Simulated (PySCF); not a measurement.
Run record: excited-state job, `[C](#CC)[Al]([Br])[Br]`.

Method: TDDFT B3LYP/def2-SVPD, vertical, gas phase, core orbitals frozen in the response (PySCF 2.14.0, density-fitted response routines). Geometry: GFN2-xTB. The command runs a driver script over a list of jobs; the input below is this job's line of settings and its coordinates in Å.

Command:
```bash
OMP_NUM_THREADS=1 python probes_run.py task.json out
```

Input:
```
{"job": {"kind": "uv", "xc": "B3LYP", "basis": "def2-SVPD", "nstates": 8, "ntriplets": 3}, "charge": 0, "multiplicity": 1}
C     -2.101541    -0.057551    -0.135363
C     -0.662345    -0.022108    -0.046548
C      0.549577     0.006825     0.029234
Al     2.460431     0.066014     0.152058
Br     3.690906    -1.782079    -0.246412
Br     3.493282     1.995637     0.698465
H     -2.482656    -0.951938     0.357630
H     -2.526029     0.822974     0.347102
H     -2.408065    -0.071780    -1.181346
```

Estimate the output.

```
coarse grid: 43976 points
cycle   1  E = -5506.2022256891  dE = -1.600e+00  |g| = 4.786e-01  |ddm| = 9.295e+00
cycle   2  E = -5506.1740526205  dE =  2.817e-02  |g| = 5.472e-01  |ddm| = 6.186e+00
cycle   3  E = -5506.2647192283  dE = -9.067e-02  |g| = 1.108e-01  |ddm| = 2.153e+00
cycle   4  E = -5506.2664213634  dE = -1.702e-03  |g| = 6.788e-02  |ddm| = 2.482e-01
cycle   5  E = -5506.2676481865  dE = -1.227e-03  |g| = 1.037e-02  |ddm| = 2.106e-01
cycle   6  E = -5506.2676724561  dE = -2.427e-05  |g| = 3.735e-03  |ddm| = 3.263e-02
cycle   7  E = -5506.2676759438  dE = -3.488e-06  |g| = 2.190e-04  |ddm| = 1.366e-02
final grid: 87784 points
cycle   8  E = -5506.2676188250  dE = -4.011e-08  |g| = 2.493e-04  |ddm| = 5.550e-03
cycle   9  E = -5506.2676188099  dE =  1.503e-08  |g| = 3.515e-04  |ddm| = 2.953e-03
cycle  10  E = -5506.2676188368  dE = -2.682e-08  |g| = 1.120e-04  |ddm| = 1.540e-03
cycle  11  E = -5506.2676188400  dE = -3.245e-09  |g| = 1.111e-05  |ddm| = 1.583e-04
cycle  12  E = -5506.2676188400  dE = -3.183e-11  |g| = 2.849e-06  |ddm| = 5.725e-05
converged SCF energy = -5506.2676188400

Static polarisability (au): isotropic 106.449, principal 75.419 105.738 138.188

Singlet excitations
state   eV       nm        f      main configurations
  1   4.7326    262.0   0.00007   H->L 0.97
  2   5.2597    235.7   0.07954   H-1->L 0.84, H->L+2 0.14
  3   5.4850    226.0   0.00000   H-2->L 0.98
  4   5.6514    219.4   0.00002   H->L+1 0.98
  5   5.7552    215.4   0.00007   H-4->L 0.87, H-1->L+1 0.13
  6   5.8107    213.4   0.00017   H-1->L+1 0.86, H-4->L 0.13
  7   5.8751    211.0   0.02221   H-3->L 0.84, H-2->L+1 0.14
  8   6.1247    202.4   0.00019   H-1->L+2 0.90

Triplet excitations (Tamm-Dancoff, eV): 4.3650 4.5176 5.1636
```

The SCF starts on a coarse grid where the log names one; the energy can jump when the final grid takes over, and dE then counts from the start density on the new grid. H and L stand for HOMO and LUMO; the number after each pair is its weight.

Give the mean polarisability as a volume in Å³, and the ratio of the largest to the smallest principal value.

106.449 au × 0.148185 = 15.77 Å³; 138.188/75.419 = 1.83.

How does the lowest singlet excitation compare with the HOMO–LUMO gap?

HOMO -7.72 eV and LUMO -1.81 eV give a gap of 5.91 eV; S1 at 4.73 eV lies 1.18 eV below it.

Summary of the converged run: HOMO -7.72 eV, LUMO -1.81 eV; lowest singlet 4.73 eV; lowest triplet 4.37 eV (Tamm–Dancoff); mean polarisability 106.4 au.

 The B3LYP/def2-SVPD calculation is non-relativistic and has no spin–orbit coupling, an omission that weighs most on bromine.

How long does this job take on Arm Neoverse V2, one thread, no GPU, shared host with 96 logical CPUs at a one-minute load of 56? And the peak memory of the process?

About 77 s, with 0.75 GiB resident at the peak, the Python interpreter and its libraries included.
Labels such as C1 count atoms from 1, the log's own numbers from 0.
